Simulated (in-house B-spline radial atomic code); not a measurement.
The outermost shell (largest non-relativistic mean radius) with and without relativity; Dirac values are averaged over j. Computed with a B-spline radial code for spherical atoms: non-relativistic Hartree-Fock and Dirac-Hartree-Fock, averages of the configuration (point nuclei without relativity, finite nuclei with it).

| ion | configuration | outermost shell | radius non-relativistic (bohr) | radius Dirac (bohr) | radius change (%) | level non-relativistic (eV) | level Dirac (eV) | spin-orbit splitting (eV) |
| --- | --- | --- | --- | --- | --- | --- | --- | --- |
| Co+ | [Ar] 3d8 | 3d | 1.096 | 1.1019 | 0.53996 | -19.794 | -19.63 | 0.21495 |
| Ni+ | [Ar] 3d9 | 3d | 1.0329 | 1.0384 | 0.53507 | -20.933 | -20.752 | 0.28089 |
| Cu+ | [Ar] 3d10 | ? | ? | ? | ? | ? | ? | ? |
| Zn+ | [Ar] 3d10 4s1 | 4s | 2.5663 | 2.5256 | -1.5885 | -16.645 | -16.946 | - |
| Ga+ | [Ar] 3d10 4s2 | 4s | 2.3455 | 2.3104 | -1.4967 | -18.723 | -19.038 | - |
| Ge+ | [Ar] 3d10 4s2 4p1 | 4p | 2.591 | 2.5826 | -0.32401 | -15.361 | -15.355 | 0.21783 |
| As+ | [Ar] 3d10 4s2 4p2 | 4p | 2.339 | 2.3308 | -0.35189 | -17.684 | -17.682 | 0.32186 |
| Se+ | [Ar] 3d10 4s2 4p3 | 4p | 2.1406 | 2.1324 | -0.38064 | -20.040 | -20.044 | 0.44811 |
| Br+ | [Ar] 3d10 4s2 4p4 | ? | ? | ? | ? | ? | ? | ? |
| Kr+ | [Ar] 3d10 4s2 4p5 | 4p | 1.8428 | 1.8346 | -0.44219 | -24.913 | -24.933 | 0.77623 |
| Rb+ | [Ar] 3d10 4s2 4p6 | ? | ? | ? | ? | ? | ? | ? |
| Sr+ | [Kr] 5s1 | 5s | 4.1152 | 4.0538 | -1.4926 | -10.310 | -10.466 | - |
| Zr+ | [Kr] 4d2 5s1 | 5s | 3.668 | 3.5887 | -2.164 | -11.737 | -12.033 | - |
| Nb+ | [Kr] 4d4 | 4d | 2.0079 | 2.0354 | 1.3711 | -13.749 | -13.502 | 0.14774 |
| Mo+ | [Kr] 4d5 | 4d | 1.844 | 1.8669 | 1.2415 | -15.229 | -14.958 | 0.2071 |

Q: Fill in the row of Cu+.

A: outermost shell: 3d; radius non-relativistic (bohr): 0.97763; radius Dirac (bohr): 0.98284; radius change (%): 0.53254; level non-relativistic (eV): -22.045; level Dirac (eV): -21.846; spin-orbit splitting (eV): 0.36019.

Q: Fill in the row of Br+.

A: outermost shell: 4p; radius non-relativistic (bohr): 1.9785; radius Dirac (bohr): 1.9704; radius change (%): -0.41072; level non-relativistic (eV): -22.447; level Dirac (eV): -22.458; spin-orbit splitting (eV): 0.59877.

Q: Fill in the row of Rb+.

A: outermost shell: 4p; radius non-relativistic (bohr): 1.7272; radius Dirac (bohr): 1.719; radius change (%): -0.47507; level non-relativistic (eV): -27.445; level Dirac (eV): -27.475; spin-orbit splitting (eV): 0.98312.

Q: Which member changes most?

A: Zirconium (Zr+): its 5s shell contracts by 2.2 %.
